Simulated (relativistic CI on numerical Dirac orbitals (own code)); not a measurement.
# Ni²⁺ in a cubic cluster: 1s photoemission with charge transfer

Computed with a charge-transfer multiplet model of a cubic metal-ligand cluster with up to 2 ligand holes, Slater and spin-orbit integrals from Dirac-Coulomb-Breit ions, Slater integrals scaled by 0.8. The ground state mixes d8 with configurations of k ligand holes L, whose averages lie at kΔ + k(k − 1)U_dd/2; a core hole lowers each added d electron by U_cd. 300 K, Lorentzian 1.1 eV and Gaussian 0.6 eV FWHM.

Atomic integrals in eV (Slater integrals scaled, ζ unscaled), ground: F2dd 9.736, F4dd 6.042, zeta_d 0.080; with the core hole: F2dd 11.122, F4dd 6.940, zeta_d 0.112, G2cd 0.065.

Cluster parameters (eV): Δ = 1.6, U_dd = 7.3, 10Dq = 1.1, 10Dq(ligand) = 0.9, V(eg) = 2.25, V(t2g) = -1.09, final-state hopping factor = 0.9.

```csv
Case,n_d,d8,d9L,d10L2,S
U_cd = 7.7 eV,8.36,0.65,0.33,0.02,1.00
U_cd = 8.3 eV,8.36,0.65,0.33,0.02,1.00
U_cd = 8.9 eV,8.36,0.65,0.33,0.02,1.00
U_cd = 9.5 eV,8.36,0.65,0.33,0.02,1.00
U_cd = 10.1 eV,8.36,0.65,0.33,0.02,1.00
```

Weights, n_d and S are thermal averages at 300 K. Binding energies count from the first peak over 30 % of the highest in each spectrum, which can be another peak from case to case. The parameters are a model scan and need not match a compound or its usual spin state. Peaks in eV (height, largest 100):
- U_cd = 7.7 eV: 0.0 (100), 5.6 (43), 9.3 (30)
- U_cd = 8.3 eV: 0.0 (100), 5.4 (48), 9.8 (40)
- U_cd = 8.9 eV: 0.0 (100), 5.4 (55), 10.4 (51)
- U_cd = 9.5 eV: 0.0 (100), 5.3 (66), 11.1 (63)
- U_cd = 10.1 eV: 0.0 (100), 5.4 (78), 11.9 (77)

For the case U_cd = 8.9 eV, Δ = 1.6 eV is smaller than U_dd = 7.3 eV, the charge-transfer side of the Zaanen-Sawatzky-Allen scheme. With the core hole the configuration with one ligand hole lies at Δ − U_cd = -6.1, -6.7, -7.3, -7.9, -8.5 eV from the one without, in the order of the table; where this is negative the screened configuration lies lower.
